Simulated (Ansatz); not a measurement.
Reaction (ligand exchange at the Hf–N bond): `[NH2][Hf]([Cl])([Cl])[Cl]` + HI → `[Cl][Hf]([Cl])([Cl])[I]` + NH₃

Program: Ansatz. Geometries: PBE0-D4/def2-TZVP. ΔE: electronic, gas phase. CBS: MP2 limit from def2 TZ/QZ plus the TZ coupled-cluster correction, frozen cores. This one scheme is used for every species. DFT in def2-TZVPP. Elements past krypton have def2 core potentials. For Hf, I outer-core shells are correlated without core-valence functions, which leaves a few kJ/mol of doubt a bond. Each species was taken in one conformer, which may not be the lowest.

`[NH2][Hf]([Cl])([Cl])[Cl]`:

```xyz
7

N    -0.721    1.040   -0.175
Hf    0.419   -0.572    0.109
Cl    2.553   -0.029   -0.668
Cl    0.335   -1.096    2.385
Cl   -0.467   -2.361   -1.118
H    -1.597    1.232    0.294
H    -0.522    1.787   -0.827
```

HI:

```xyz
2

I     0.562   -0.091    0.569
H    -0.562    0.091   -0.569
```

`[Cl][Hf]([Cl])([Cl])[I]`:

Z-matrix (Å, degrees):
```
Hf
Cl 1 2.315
Cl 1 2.315 2 109.3
I 1 2.686 2 109.6 3 120.2
Cl 1 2.315 2 109.3 3 -119.6
```

NH₃:

Cartesian coordinates in Å:
```
N 0.129 0.246 0.045
H -0.394 -0.059 0.857
H -0.525 0.301 -0.726
H 0.789 -0.489 -0.176
```

| species | LC-ωPBE energy (Eh) |
| --- | --- |
| `[NH2][Hf]([Cl])([Cl])[Cl]` | -1484.54771 |
| HI | -298.34599 |
| `[Cl][Hf]([Cl])([Cl])[I]` | -1726.36368 |
| NH₃ | -56.55397 |

Work out ΔE.

ΔE = (-1726.36368) + (-56.55397) − (-1484.54771) − (-298.34599) = -0.02395 Eh = -62.9 kJ/mol. CCSD(T)/CBS gives -78.3 kJ/mol.

Largest T1 diagnostic among the species: 0.014.

From PBE to PBE0 (25 % exact exchange), in def2-TZVPP and without D4, ΔE moves by −3.2 kJ/mol. The D4 term adds −3.5 kJ/mol with B3LYP and −2.0 kJ/mol with PBE0; it sums over pairs of atoms, weighted by their polarisabilities, and B3LYP, whose exchange is more repulsive, gets the larger term. Leaving LDA and LC-ωPBE aside and taking each functional with its dispersion term where it has one, the values, not all of them listed here, spread over 19.4 kJ/mol, from PBE-QIDH to CAM-B3LYP-D4.

B3LYP here is the variant with VWN-RPA as its local correlation; programs differ in this.
